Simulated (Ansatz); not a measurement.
Total energies of `C=CCCCCCCCCCC` from Ansatz at PBE0-D4/def2-SVP, gas phase (1 Eh = 27.2114 eV = 2625.5 kJ/mol). The reference geometry is relaxed at r2SCAN-D4/def2-SVP.

```csv
state,geometry,energy (Eh)
charge 0 singlet,reference,-470.82797
charge 1 doublet,reference,-470.48973
charge 1 doublet,relaxed at r2SCAN-D4/def2-SVP,-470.49609
charge -1 doublet,reference,-470.74306
free C atom (triplet),–,-37.76066
free H atom (doublet),–,-0.50029
```

Task: Work out the vertical ionisation energy to the doublet.

Result: E(charge 1 doublet) − E(charge 0 singlet) = -470.48973 − (-470.82797) = 0.33824 Eh = 9.20 eV. For comparison, −ε of the highest occupied level is 7.24 eV at this level, 1.96 eV less.

Task: Work out the vertical electron affinity, to the doublet.

Result: E(charge 0 singlet) − E(charge -1 doublet) = -470.82797 − (-470.74306) = -0.08491 Eh = -2.31 eV; negative, so the extra electron isn't bound. The basis lacks diffuse functions, which makes affinities too small.

Task: Give the fundamental gap IE − EA, the Mulliken electronegativity (IE + EA)/2 and the hardness (IE − EA)/2.

Result: From the values in Eh: IE − EA = 0.33824 − (-0.08491) = 0.42315 Eh = 11.51 eV; (IE + EA)/2 = 3.45 eV; (IE − EA)/2 = 5.76 eV. The HOMO–LUMO gap of the same run is 7.82 eV, 3.69 eV smaller than the fundamental gap.

Task: How much does the charge 1 doublet relax, and what is the adiabatic ionisation energy?

Result: Relaxation: -470.48973 − (-470.49609) = 0.00636 Eh = 0.17 eV. Adiabatic ionisation energy: 0.33188 Eh = 9.03 eV, without zero-point energy. 

Task: What is the binding energy per atom against free atoms?

Result: Atoms: 12 × (-37.76066) + 24 × (-0.50029) = -465.13488 Eh. Binding: -465.13488 − (-470.82797) = 5.69309 Eh = 154.92 eV, or 4.30 eV for each of 36 atoms (no zero-point energy, no counterpoise term).

At PBE0-D4/def2-SVP the highest occupied level of the charge -1 doublet lies above zero (up to 3.68 eV). By energy differences it is unbound by 2.31 eV (vertical, to the charge 0 singlet, at PBE0-D4/def2-SVP) and held by the finite basis.
